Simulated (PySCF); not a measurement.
# Electronic structure of W²⁺ (tungsten, charge +2) at the UHF level

Configuration: [Xe] 4f14 5d4, high-spin 5D determinant. Computed with PySCF 2.14 in def2-TZVP with the def2 core potential (60 electrons) (6s4p3d1f, 40 functions), with scalar relativity through the core potential.

* Total energy: -65.551869 hartree
* One-electron energy: -104.4621 hartree
* Hartree (Coulomb) energy: 45.5644 hartree
* Exchange energy: -6.6542 hartree
* ⟨S²⟩: 6.0032
* ⟨L²⟩: 6.020
* Sum of ⟨r⟩: 17.43 bohr
* Sum of ⟨r²⟩: 29.80 bohr²
* Traceless quadrupole moment −½Σ⟨3z² − r²⟩ along its main axis: -1.24 e·bohr²
* Time after the integrals: 0.13 s of wall time on 1 thread of Neoverse-V2 (shared host)

```
shell  electrons  mean orbital energy (hartree)  spread (hartree)  rms radius, mean of both spins (bohr)
 5s α          1                       -4.07223                 0                                   1.16
 5s β          1                       -3.90574                 0                                   1.16
 5p α          3                       -2.59942           0.02735                                   1.36
 5p β          3                       -2.35060           0.05188                                   1.36
 5d α          4                       -0.95340           0.04405                                   2.00
```

Energies and moments cover only the electrons outside the core potential. Spin-orbit coupling, absent here, splits the open shell strongly.
